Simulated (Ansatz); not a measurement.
Total energies of CH₇ClOSi₂ (`CO[SiH]([SiH3])Cl`).

```json
{"atom": "C1", "x (Å)": "0.4505", "y (Å)": "2.1830", "z (Å)": "-0.5395"}
{"atom": "O2", "x (Å)": "0.5921", "y (Å)": "0.8502", "z (Å)": "-0.0913"}
{"atom": "Si3", "x (Å)": "-0.6290", "y (Å)": "-0.2311", "z (Å)": "-0.0348"}
{"atom": "Si4", "x (Å)": "0.2324", "y (Å)": "-2.2221", "z (Å)": "0.8265"}
{"atom": "Cl5", "x (Å)": "-1.3652", "y (Å)": "-0.5867", "z (Å)": "-1.9360"}
{"atom": "H6", "x (Å)": "0.2975", "y (Å)": "2.2145", "z (Å)": "-1.6222"}
{"atom": "H7", "x (Å)": "1.3673", "y (Å)": "2.7208", "z (Å)": "-0.2953"}
{"atom": "H8", "x (Å)": "-0.3926", "y (Å)": "2.6817", "z (Å)": "-0.0484"}
{"atom": "H9", "x (Å)": "-1.7806", "y (Å)": "0.3373", "z (Å)": "0.7170"}
{"atom": "H10", "x (Å)": "1.3242", "y (Å)": "-2.7115", "z (Å)": "-0.0538"}
{"atom": "H11", "x (Å)": "-0.8549", "y (Å)": "-3.2346", "z (Å)": "0.8780"}
{"atom": "H12", "x (Å)": "0.7584", "y (Å)": "-2.0016", "z (Å)": "2.1998"}
```

Total charge 0; spin multiplicity 1. Geometry: relaxed with PBE0-D4/def2-TZVP. It is one conformer, not always the lowest. Basis def2-TZVPP, the Gaussian-basis code of Ansatz.

RPA on PBE orbitals: Hartree–Fock energy of these orbitals -1154.27331 Eh, correlation -1.45406 Eh (frozen core).

| functional | energy without D4 (Eh) | D4 term (kJ/mol) |
| --- | --- | --- |
| PBE | -1156.25276 | -28.7 |
| r2SCAN | -1156.74109 | -7.2 |
| r2SCANh | -1156.73097 | -7.7 |
| r2SCAN0 | -1156.71705 | -8.6 |
| HSE06 (plane-wave form) | -1156.33177 | -23.1 |
| BHLYP | -1156.82746 | -37.6 |
| CAM-B3LYP | -1156.86645 | -25.3 |
| ωB97X-V | -1156.69379 | – |
| ωB97M-V | -1156.76678 | – |
| B2PLYP | -1156.42659 | – |

**Question.** Give the same for LDA (SPW92), revPBE, BLYP, B97M-V, PBE0, B3LYP, LC-ωPBE, PBE-QIDH. (An estimate is asked.)

**Answer.** The calculation gave: 
```
 functional  energy without D4 (Eh)  D4 term (kJ/mol)
LDA (SPW92)             -1152.13002                 –
     revPBE             -1156.63825             -79.1
       BLYP             -1156.83263             -61.5
     B97M-V             -1156.59951                 –
       PBE0             -1156.35893             -24.6
      B3LYP             -1156.95096             -46.3
    LC-ωPBE             -1156.51415                 –
   PBE-QIDH             -1156.09251                 –
```

B3LYP takes the VWN-RPA correlation (the form of Gaussian; ORCA's B3LYP/G). HSE06 is the plane-wave form, built on full-range PBE exchange. The double hybrids freeze the cores in their second-order part.

LC-ωPBE has ω = 0.4 bohr⁻¹.
